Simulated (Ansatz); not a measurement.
`C[CH2][Sn][Cl]` + NH₃ → `C[CH2][Sn][NH2]` + HCl at 400 K and 1 bar (ligand exchange at the Sn–Cl bond).

Computed with Ansatz on PBE0-D4/def2-TZVP structures; ΔE is electronic, products minus reactants. CBS: MP2 limit from def2 TZ/QZ plus the TZ coupled-cluster correction, frozen cores. This one scheme is used for every species. Elements past krypton have def2 core potentials. For Sn outer-core shells are correlated without core-valence functions, which leaves a few kJ/mol of doubt a bond. Each species was taken in one conformer, which may not be the lowest.

```
          species  CCSD(T)/CBS energy (Eh)  H − E (kJ/mol)  S (J/(mol·K))
 `C[CH2][Sn][Cl]`               -752.96755           199.9          384.5
              NH₃                -56.50880           104.2          203.1
`C[CH2][Sn][NH2]`               -349.05917           266.3          386.3
              HCl               -460.38127            29.6          195.4
```

H − E and S are ideal-gas, rigid-rotor, harmonic terms from PBE0-D4/def2-TZVP, for one conformer and one mirror image of each species. 1 Eh = 2625.50 kJ/mol, R = 8.31446 J/(mol·K).

Problem. By hand: ΔE, ΔH, ΔS and ΔG.

Solution. ΔE = (-349.05917) + (-460.38127) − (-752.96755) − (-56.50880) = 0.03591 Eh = 94.3 kJ/mol. Δ(H − E) = 266.3 + 29.6 − 199.9 − 104.2 = -8.2, so ΔH = 86.1 kJ/mol. ΔS = 386.3 + 195.4 − 384.5 − 203.1 = -5.9 J/(mol·K). ΔG = 86.1 − 400 × (-5.9)/1000 = 88.5 kJ/mol.

Problem. By hand: the equilibrium constant, and the temperature at which ΔG would vanish if ΔH and ΔS stayed fixed.

Solution. log₁₀ K = −ΔG/(RT ln 10) = -11.6. ΔH and −TΔS have one sign here, so there is no such temperature.

The number of gas molecules stays the same, so ΔS is small and ΔH decides. A doubt of 5 kJ/mol in ΔE shifts log₁₀ K by 0.7 here. Other conformers and mirror images would add mixing entropy, several J/(mol·K) or more a flexible species. Modes under 60 cm⁻¹, often nearly free rotors, make the harmonic entropy too high. These are equilibria of isolated gas molecules and say nothing of rates. Largest T1 diagnostic: 0.015 (customary marks: 0.02 for closed shells, 0.045 for open ones).

ΔS is within the doubt of such terms, so its sign, and with it that verdict, could turn.
